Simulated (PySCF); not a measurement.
Si(CCH)2(H)(Me) (C5H6Si), SMILES C(#C)[SiH](C#C)C.

The structure is a stationary point at B3LYP-D3(BJ)/def2-SVP.

These are B3LYP-D3(BJ)/def2-SVP (PySCF) values and carry that method's errors.

Frequencies are harmonic and unscaled.

**Question.** Give all harmonic wavenumbers and intensities. (An estimate is asked for; the answer gives what the named calculation found.)

**Answer.** 
```json
[
 {"mode": "1", "ν (cm⁻¹)": "95", "IR (km/mol)": "0.7", "Raman (Å⁴/amu)": "14.1", "depolarisation": "0.75", "moving atoms (share of kinetic energy)": "C 71 %, H 18 %, Si 11 %"},
 {"mode": "2", "ν (cm⁻¹)": "140", "IR (km/mol)": "2.5", "Raman (Å⁴/amu)": "5.4", "depolarisation": "0.73", "moving atoms (share of kinetic energy)": "C 57 %, H 25 %, Si 19 %"},
 {"mode": "3", "ν (cm⁻¹)": "141", "IR (km/mol)": "0.0", "Raman (Å⁴/amu)": "8.5", "depolarisation": "0.75", "moving atoms (share of kinetic energy)": "C 64 %, H 30 %"},
 {"mode": "4", "ν (cm⁻¹)": "165", "IR (km/mol)": "0.0", "Raman (Å⁴/amu)": "0.3", "depolarisation": "0.75", "moving atoms (share of kinetic energy)": "H 95 %"},
 {"mode": "5", "ν (cm⁻¹)": "248", "IR (km/mol)": "2.1", "Raman (Å⁴/amu)": "7.2", "depolarisation": "0.75", "moving atoms (share of kinetic energy)": "C 79 %, H 21 %"},
 {"mode": "6", "ν (cm⁻¹)": "312", "IR (km/mol)": "5.7", "Raman (Å⁴/amu)": "4.3", "depolarisation": "0.75", "moving atoms (share of kinetic energy)": "C 80 %, H 18 %"},
 {"mode": "7", "ν (cm⁻¹)": "358", "IR (km/mol)": "30.9", "Raman (Å⁴/amu)": "2.1", "depolarisation": "0.57", "moving atoms (share of kinetic energy)": "C 63 %, H 23 %, Si 14 %"},
 {"mode": "8", "ν (cm⁻¹)": "397", "IR (km/mol)": "32.2", "Raman (Å⁴/amu)": "6.0", "depolarisation": "0.74", "moving atoms (share of kinetic energy)": "C 87 %, H 8 %"},
 {"mode": "9", "ν (cm⁻¹)": "574", "IR (km/mol)": "30.6", "Raman (Å⁴/amu)": "9.4", "depolarisation": "0.06", "moving atoms (share of kinetic energy)": "C 65 %, Si 23 %, H 12 %"},
 {"mode": "10", "ν (cm⁻¹)": "651", "IR (km/mol)": "62.0", "Raman (Å⁴/amu)": "1.4", "depolarisation": "0.75", "moving atoms (share of kinetic energy)": "C 46 %, Si 39 %, H 14 %"},
 {"mode": "11", "ν (cm⁻¹)": "693", "IR (km/mol)": "18.4", "Raman (Å⁴/amu)": "5.6", "depolarisation": "0.67", "moving atoms (share of kinetic energy)": "H 59 %, C 28 %, Si 13 %"},
 {"mode": "12", "ν (cm⁻¹)": "740", "IR (km/mol)": "16.5", "Raman (Å⁴/amu)": "3.7", "depolarisation": "0.45", "moving atoms (share of kinetic energy)": "H 68 %, C 28 %"},
 {"mode": "13", "ν (cm⁻¹)": "741", "IR (km/mol)": "0.0", "Raman (Å⁴/amu)": "2.3", "depolarisation": "0.75", "moving atoms (share of kinetic energy)": "H 76 %, C 24 %"},
 {"mode": "14", "ν (cm⁻¹)": "745", "IR (km/mol)": "55.1", "Raman (Å⁴/amu)": "5.0", "depolarisation": "0.45", "moving atoms (share of kinetic energy)": "H 64 %, C 25 %, Si 11 %"},
 {"mode": "15", "ν (cm⁻¹)": "745", "IR (km/mol)": "21.1", "Raman (Å⁴/amu)": "0.8", "depolarisation": "0.75", "moving atoms (share of kinetic energy)": "H 75 %, C 25 %"},
 {"mode": "16", "ν (cm⁻¹)": "748", "IR (km/mol)": "130.7", "Raman (Å⁴/amu)": "4.6", "depolarisation": "0.07", "moving atoms (share of kinetic energy)": "H 54 %, C 25 %, Si 21 %"},
 {"mode": "17", "ν (cm⁻¹)": "771", "IR (km/mol)": "1.3", "Raman (Å⁴/amu)": "3.6", "depolarisation": "0.75", "moving atoms (share of kinetic energy)": "H 84 %, C 16 %"},
 {"mode": "18", "ν (cm⁻¹)": "862", "IR (km/mol)": "294.1", "Raman (Å⁴/amu)": "3.4", "depolarisation": "0.75", "moving atoms (share of kinetic energy)": "H 71 %, Si 17 %, C 12 %"},
 {"mode": "19", "ν (cm⁻¹)": "899", "IR (km/mol)": "122.0", "Raman (Å⁴/amu)": "7.9", "depolarisation": "0.67", "moving atoms (share of kinetic energy)": "H 80 %, C 13 %"},
 {"mode": "20", "ν (cm⁻¹)": "1270", "IR (km/mol)": "15.9", "Raman (Å⁴/amu)": "2.7", "depolarisation": "0.03", "moving atoms (share of kinetic energy)": "H 79 %, C 21 %"},
 {"mode": "21", "ν (cm⁻¹)": "1430", "IR (km/mol)": "3.5", "Raman (Å⁴/amu)": "14.2", "depolarisation": "0.75", "moving atoms (share of kinetic energy)": "H 96 %"},
 {"mode": "22", "ν (cm⁻¹)": "1433", "IR (km/mol)": "1.4", "Raman (Å⁴/amu)": "10.1", "depolarisation": "0.75", "moving atoms (share of kinetic energy)": "H 96 %"},
 {"mode": "23", "ν (cm⁻¹)": "2151", "IR (km/mol)": "56.9", "Raman (Å⁴/amu)": "87.6", "depolarisation": "0.75", "moving atoms (share of kinetic energy)": "C 90 %, H 10 %"},
 {"mode": "24", "ν (cm⁻¹)": "2152", "IR (km/mol)": "26.0", "Raman (Å⁴/amu)": "224.9", "depolarisation": "0.12", "moving atoms (share of kinetic energy)": "C 90 %, H 10 %"},
 {"mode": "25", "ν (cm⁻¹)": "2234", "IR (km/mol)": "103.6", "Raman (Å⁴/amu)": "160.2", "depolarisation": "0.20", "moving atoms (share of kinetic energy)": "H 97 %"},
 {"mode": "26", "ν (cm⁻¹)": "3035", "IR (km/mol)": "2.4", "Raman (Å⁴/amu)": "142.3", "depolarisation": "0.00", "moving atoms (share of kinetic energy)": "H 97 %"},
 {"mode": "27", "ν (cm⁻¹)": "3131", "IR (km/mol)": "3.9", "Raman (Å⁴/amu)": "111.7", "depolarisation": "0.75", "moving atoms (share of kinetic energy)": "H 91 %, C 9 %"},
 {"mode": "28", "ν (cm⁻¹)": "3136", "IR (km/mol)": "2.6", "Raman (Å⁴/amu)": "79.3", "depolarisation": "0.74", "moving atoms (share of kinetic energy)": "H 91 %, C 9 %"},
 {"mode": "29", "ν (cm⁻¹)": "3456", "IR (km/mol)": "69.1", "Raman (Å⁴/amu)": "31.0", "depolarisation": "0.75", "moving atoms (share of kinetic energy)": "H 86 %, C 14 %"},
 {"mode": "30", "ν (cm⁻¹)": "3456", "IR (km/mol)": "29.5", "Raman (Å⁴/amu)": "69.8", "depolarisation": "0.12", "moving atoms (share of kinetic energy)": "H 86 %, C 14 %"}
]
```
